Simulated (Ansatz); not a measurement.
Reaction (isomerisation): `[OH][AlH][NH][SiH3]` → `[NH2][AlH][SiH2]O`

Gas-phase electronic energies from Ansatz, PBE0-D4/def2-TZVP geometries. CCSD(T)/CBS is the MP2 limit (def2-TZVPP, def2-QZVPP) plus CCSD(T) − MP2 in def2-TZVPP, frozen cores. Functionals use def2-TZVPP. Each species was taken in one conformer, which may not be the lowest.

| level | ΔE (kcal/mol) |
| --- | --- |
| PBE-D4 | 22.3 |
| BHLYP-D4 | 28.8 |

(1) What does CCSD(T)/CBS give? (Estimate.)

Largest T1 diagnostic among the species: 0.012.

Answers

(1) Computed: +27.6 kcal/mol. The listed levels differ from it by -5.3, 1.2 kcal/mol.

From BLYP to BHLYP (50 % exact exchange), in def2-TZVPP and without D4, ΔE moves by +3.3 kcal/mol. Leaving LDA and LC-ωPBE aside and taking each functional with its dispersion term where it has one, the values spread over 6.4 kcal/mol, from PBE-D4 to BHLYP-D4. LDA lies +1.2 kcal/mol from PBE without D4.
